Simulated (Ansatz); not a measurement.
Geometry optimisation, Ansatz, RKS LDA/def2-SVPD.

Input file:

```yaml
crystal:
  periodic: [false, false, false]
  atoms:
    - { symbol: "N", position_ang: [-0.6004, 0.4392, -0.671] }
    - { symbol: In, position_ang: [0.7206, -0.3003, 0.4829] }
    - { symbol: F, position_ang: [0.8893, -0.8757, 1.1445] }
    - { symbol: H, position_ang: [-0.6671, -0.2546, -1.408] }
    - { symbol: H, position_ang: [-1.5452, 0.4933, -0.168] }
    - { symbol: H, position_ang: [1.2448, 0.4341, 0.5734] }
basis:
  gaussian: { orbitals: def2-SVPD }
hamiltonian:
  xc: lda
relax:
  f_tol: 0.015
  max_steps: 40
output:
  orbitals: {}
```

Command:

```bash
$ ansatz run input.yaml --threads 2 --pin off --max-ram 3072MiB --backend cpu --events-out ev --progress --plain --runs-dir out
```

Problem. Where does it end, and by what steps?

Solution. It converged. After 17 steps the energy has fallen by 149.483 eV; H6 moved furthest, 1.18 Å. The start is strongly strained (largest force component 457 eV/Å).

| step | energy less start (eV) | largest force component (eV/Å) | accepted |
| --- | --- | --- | --- |
| 0 | 0.0000 | 456.565 | yes |
| 1 | -107.4881 | 98.170 | yes |
| 2 | -131.2426 | 48.921 | yes |
| 3 | -142.4477 | 20.232 | yes |
| 4 | -146.8254 | 7.022 | yes |
| 5 | -148.4073 | 1.607 | yes |
| 6 | -148.7493 | 2.069 | yes |
| 7 | -149.0320 | 1.519 | yes |
| 8 | -149.2243 | 0.844 | yes |
| 9 | -149.3416 | 0.935 | yes |
| 10 | -149.4263 | 0.371 | yes |
| 11 | -149.4553 | 0.160 | yes |
| 12 | -149.4730 | 0.404 | yes |
| 13 | -149.4745 | 0.394 | yes |
| 14 | -149.4705 | 0.711 | no |
| 15 | -149.4821 | 0.048 | yes |
| 16 | -149.4822 | 0.078 | yes |
| 17 | -149.4826 | 0.006 | yes |

```xyz
6
Properties=species:S:1:pos:R:3
N -0.847 0.108 -0.705
In 0.814 0.053 0.377
F 0.352 -1.121 1.904
H -0.979 0.630 -1.571
H -1.675 -0.408 -0.403
H 2.378 0.674 0.352
```

The run took 20 s on 2 threads of Arm Neoverse V1, with other jobs on the host, peak memory 0.13 GiB.
